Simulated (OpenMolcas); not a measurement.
## O2+, S2+, Se2+, Te2+: ns2 np2 down the group

```
Program             : OpenMolcas 26.06
Method              : MS-CASPT2, IPEA 0.25 Eh, imaginary shift 0.1 Eh
Basis               : ANO-RCC-VTZP
Scalar Hamiltonian  : DKH2, point nucleus
Spin-orbit coupling : state interaction with AMFI integrals over the reference wave functions, term energies averaged over their components
```

Active space for each ion: 4 electrons in 4 orbitals (s p); closed shells correlated by CASPT2: O2+ 1s; S2+ 2s 2p; Se2+ 3d; Te2+ 4d.

Computed levels in cm-1 above 3P0:

```csv
Level,O2+,S2+,Se2+,Te2+
3P1,106,267,1562,4150
3P2,313,750,3570,7340
1D2,20570,11020,12760,16080
1S0,43000,25760,27210,29820
weight of 3P in the lowest level (%),100,100,98,94
```

Measured, with the error of the calculation in %. Measured levels: O2+ from Moore, Selected Tables of Atomic Spectra, NSRDS-NBS 3, section 11; S2+ from NIST levels in Podobedova, Kelleher and Wiese, J. Phys. Chem. Ref. Data 38, 171 (2009); Se2+ from Moore, Atomic Energy Levels, vol. II, NSRDS-NBS 35 (1971 reprint of NBS Circular 467, 1952); Te2+ from the list in Zhang, Palmeri, Quinet and Biemont, Astron. Astrophys. 551, A136 (2013).

```tsv
Level	O2+	S2+	Se2+	Te2+
3P1	113 (-6.3)	299 (-10.5)	1741 (-10.3)	4757 (-12.7)
3P2		833 (-10.0)	3937 (-9.3)	8167 (-10.1)
1D2	20273 (+1.5)	11323 (-2.6)	13032 (-2.1)	17360 (-7.4)
1S0	43186 (-0.4)	27161 (-5.1)		30398 (-1.9)
```

The fine-structure level 3P2 changes by a factor of 23.5 from O2+ to Te2+.

Without spin-orbit coupling 1D lies 20360, 10500, 9740, 7820 cm-1 above 3P in that order; the difference to the level 1D2, of either sign, comes from spin-orbit coupling, which also lowers the zero.

Term energies are means over components that CASPT2 splits; among the terms shown or strongly mixed into the levels shown the widest spread is 200 cm-1 (5s2 5p2 1D, Te2+). Over all roots computed the reference weight is 0.85 to 0.99 in S2+, 0.86 to 0.98 in Se2+, 0.82 to 0.94 in Te2+; the roots of lowest weight are the least certain, and an intruder state may touch them. Terms from blocks run as CI alone lack orbitals of their own. Computed and measured levels are paired by configuration, term and J; levels that our copy of the source lacks, or whose pairing is in doubt (as where it misses far off the trend of its configuration), stay unpaired and out of the deviations. Levels of configurations outside the active space are missing.
